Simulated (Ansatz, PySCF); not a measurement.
Process, species as SMILES: Cl[Si](Cl)(Cl)Br + 4 [H][H] (H2) → Br (HBr) + 3 Cl (HCl) + [SiH4] (SiH4)
Each molecule is optimised on its own at B3LYP-D3(BJ)/def2-TZVP (Ansatz, a program for electronic structure). Frequencies are from Ansatz or PySCF.

Wanted: energy of full hydrogenation (0 K, with B3LYP-D3(BJ) harmonic zero-point energies), in kcal/mol. Valence correlation only, unless marked. No spin-orbit coupling. Frozen are the shells of the preceding noble gas and the d and f shells that filled before the atom's block. Non-relativistic. CBS marks a two-point X^-3 extrapolation of the correlation energy; Hartree-Fock from the larger set. [CCSD(T)-MP2]/basis is that difference in the basis named.

```csv
level,program,energy of full hydrogenation (kcal/mol)
HF/def2-SVPD,Ansatz,43.7
```

### Question
Predict the RI-MP2/CBS(def2-TZVPPD,def2-QZVPPD)+[CCSD(T)-MP2]/def2-TZVPPD result (Ansatz).

### Answer
75.6 kcal/mol
